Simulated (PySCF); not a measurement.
PySCF 2.14 output of an unrestricted LDA calculation on a single atom or ion in x2c-TZVPPall (11s7p7d4f2g, 113 functions), with the spin-free X2C one-electron Hamiltonian (Gaussian nucleus):

```
SCF conv_tol = 1e-09
number electrons alpha = 35  beta = 27
    P. A. M. Dirac.,  Math. Proc. Cambridge Philos. Soc. 26, 376 (1930)
    F. Bloch.,  Z. Phys. 57, 545 (1929)
    S. H. Vosko, L. Wilk, and M. Nusair.,  Can. J. Phys. 58, 1200 (1980)
cycle= 1 E= -10418.4930432933  delta_E= -0.0266  |g|= 0.318  |ddm|= 0.392
cycle= 2 E= -10418.4468026675  delta_E= 0.0462  |g|= 0.645  |ddm|= 0.474
cycle= 3 E= -10418.5065976296  delta_E= -0.0598  |g|= 0.03  |ddm|= 0.365
cycle= 4 E= -10418.5068009714  delta_E= -0.000203  |g|= 0.0235  |ddm|= 0.0902
cycle= 5 E= -10418.506985854  delta_E= -0.000185  |g|= 0.00262  |ddm|= 0.0286
cycle= 6 E= -10418.5069883301  delta_E= -2.48e-06  |g|= 6.45e-05  |ddm|= 0.0043
cycle= 7 E= -10418.5069883351  delta_E= -5e-09  |g|= 4.77e-05  |ddm|= 0.000209
cycle= 8 E= -10418.5069883329  delta_E= 2.25e-09  |g|= 8.85e-05  |ddm|= 0.000117
cycle= 9 E= -10418.5069883359  delta_E= -3.01e-09  |g|= 2.98e-06  |ddm|= 0.000215
cycle= 10 E= -10418.5069883359  delta_E= 1.82e-12  |g|= 3.48e-07  |ddm|= 2.08e-06
converged SCF energy = -10418.5069883359  <S^2> = 20.002192  2S+1 = 9.0004871
```

The run itself started from symmetry-adapted Hartree-Fock orbitals and held the occupation by maximum overlap, on a logarithmic radial grid, so the iterations belong to that start.

Problem. Which element, charge and spin multiplicity is this?

Solution. Sm (samarium, neutral), multiplicity 9; the state was [Xe] 4f6 5d2, one real determinant (an excited configuration).

⟨L²⟩ = 24.20 against 42 for a pure I term, so this real determinant mixes terms. Spin-orbit coupling, absent here, splits the open shell strongly.
